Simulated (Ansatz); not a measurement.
**A basis-limit estimate, worked out**

An elementary step of SiNH5O3, closed shell (SiNH₅O₃ ([NH2][Si]([OH])([OH])[OH]) → SiH₂O₃ ([O][Si]([OH])[OH]) + NH₃ (still joined by a long Si–N bond); bonds formed: N2–H4; bonds broken: O3–H4; bonds weakened to dative contacts: Si1–N2). “Start” is the structure reached by relaxing down from the saddle towards the reactants; PBE0-D4/def2-TZVP structures. The saddle:

```
10
angstrom
Si -0.5065 -0.1831 -0.0116
N 1.3082 0.0228 -0.3349
O -0.6222 -0.6628 -1.5038
H 0.7234 -0.3865 -1.3300
O -1.1807 1.2320 0.4622
O -0.6573 -1.2098 1.2429
H 1.9531 -0.6168 0.1107
H 1.7081 0.9501 -0.3841
H -1.5727 1.7425 -0.2490
H -1.1531 -0.8884 1.9974
```

Program: Ansatz 0.2.0. Basis: def2-TZVPP and def2-QZVPP. Cores are frozen in the correlated methods.

Energies in eV:

| quantity | saddle | start |
| --- | --- | --- |
| Hartree–Fock, triple zeta (X = 3) | -15541.95739 | -15544.30565 |
| Hartree–Fock, quadruple zeta (X = 4) | -15542.59873 | -15544.95447 |
| MP2 correlation, X = 3 | -29.22971 | -28.60833 |
| MP2 correlation, X = 4 | -31.55654 | -30.93525 |
| CCSD(T) correlation, X = 3 | -30.64556 | -30.09867 |

Question: Work out the barrier at the basis limit: extrapolate Hartree–Fock as E(X) = E∞ + A exp(−7.88 √X) and the MP2 correlation as E(X) = E∞ + B X^−2.97 (the exponents that Neese and Valeev fitted for def2-TZVPP and QZVPP), then add CCSD(T) − MP2 in triple zeta.

Answer: Each step is linear, so take the differences first (saddle − start): Hartree–Fock 2.34826 (X = 3) and 2.35574 (X = 4); MP2 correlation -0.62138 and -0.62129; CCSD(T) correlation -0.54689.
Two points give E∞ = E(4) + w [E(4) − E(3)], with w = 1/(exp(7.88 (2 − √3)) − 1) = 0.1377 for Hartree–Fock and w = 1/((4/3)^2.97 − 1) = 0.7407 for the correlation.
Hartree–Fock: 2.35574 + 0.1377 × 0.00748 = 2.3568 eV.
MP2 correlation: -0.62129 + 0.7407 × 0.00009 = -0.6212 eV.
CCSD(T) − MP2: -0.54689 − (-0.62138) = 0.0745 eV.
Sum: 2.3568 + (-0.6212) + 0.0745 = 1.8101 eV, or 41.74 kcal/mol. Plain CCSD(T) in triple zeta gives 1.8014 eV, so the larger basis shifts the result by 0.0087 eV.

The T1 diagnostic stays at or below 0.013.

Labels in which every atom is bracketed show which atoms are joined, not bond orders.

For scale, one of the runs: CCSD(T)/def2-TZVPP, 236 basis functions, launched by `ansatz run in.yaml --threads 4 --pin off --events-out ev --progress --plain --max-ram 9574MiB`. The run took 2.1 min on 4 CPU threads of an Arm Neoverse V2 (shared host), with 4.5 GiB of host memory at its peak.
